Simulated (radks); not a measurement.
The numbers below are computed, except where a source is named.
Os9+, configuration [Kr] 4d10 4f14 5s2 5p5 (the NIST ground configuration). Code: a radial shooting solver on a logarithmic mesh with Libxc functionals. Model: Dirac Kohn-Sham, BLYP, spin-unpolarised, spherical densities, finite nucleus; open shells fill j = l - 1/2 first; Fermi nuclear charge, rms radius 5.4126 fm.

Normalised radial functions P(r) = r R(r) (large component), r in bohr:

```
   r/bohr * 5p3/2 (the largest magnitude, 1.07, reaches the edge; | marks zero)
 0.001308                             *
 0.001717                             *
 0.002254                             *
 0.002958                             *
 0.003883                             *
 0.005097                             |*
  0.00669                             |*
 0.008781                             | *
  0.01153                             | *
  0.01513                             |  *
  0.01986                             |    *
  0.02607                             |     *
  0.03421                             |      *
  0.04491                             |      *
  0.05895                             |    *
  0.07737                             *
   0.1016                       *     |
   0.1333                   *         |
    0.175                    *        |
   0.2297                             |*
   0.3015                             |           *
   0.3957                             |              *
   0.5194                             |    *
   0.6817               *             |
   0.8948  *                          |
    1.175  *                          |
    1.542            *                |
    2.024                       *     |
    2.656                            *|
    3.486                             *
```

5p3/2: eigenvalue -177.82 eV, 3 radial nodes at r = 0.0788, 0.226, 0.557 bohr, <r> = 1.10 bohr, 90 % of the charge inside 1.57 bohr.
